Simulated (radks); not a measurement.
Values are calculated unless marked as measured or tabulated.
Species: Al4+. Configuration: [He] 2s2 2p4.75 3d0.25 (fractional occupations, a model configuration). Code: a radial shooting solver on a logarithmic mesh with Libxc functionals. Model: non-relativistic Kohn-Sham, revPBE, spin-polarised, spherical densities, point nucleus; open shells are filled with parallel spins first.

Unscreened Slater integrals over Kohn-Sham orbitals (eV). They are taken over the spin-up orbitals. Empty in this configuration: 3s.

F0(3d,3d): 11.865
F2(3d,3d): 6.0161
F4(3d,3d): 3.8664
F0(3d,2p): 15.573
F2(3d,2p): 2.8842
G1(3d,2p): 1.9881
G3(3d,2p): 1.1223
F0(3d,2s): 15.556
G2(3d,2s): 1.5939
F0(3d,1s): 15.760
G2(3d,1s): 0.010250
F0(3d,3s): 12.642
G2(3d,3s): 6.0306
F0(2p,2p): 44.781
F2(2p,2p): 20.741
F0(2p,2s): 42.609
G1(2p,2s): 25.409
F0(2p,1s): 62.648
G1(2p,1s): 8.7108
F0(2p,3s): 17.953
G1(2p,3s): 1.5735
F0(2s,2s): 41.177
F0(2s,1s): 58.081
G0(2s,1s): 4.7808
F0(2s,3s): 17.784
G0(2s,3s): 1.2463
F0(1s,1s): 212.62
F0(1s,3s): 19.955
G0(1s,3s): 0.65981
F0(3s,3s): 13.643

Derived for the open shells (J is the average intra-shell exchange parameter used in DFT+U). 2p: J = F2/5 = 4.148 eV. 3d: Racah B = F2/49 - 5 F4/441 = 0.07894 eV, C = 35 F4/441 = 0.3069 eV, C/B = 3.89, F4/F2 = 0.643, J = (F2 + F4)/14 = 0.7059 eV.
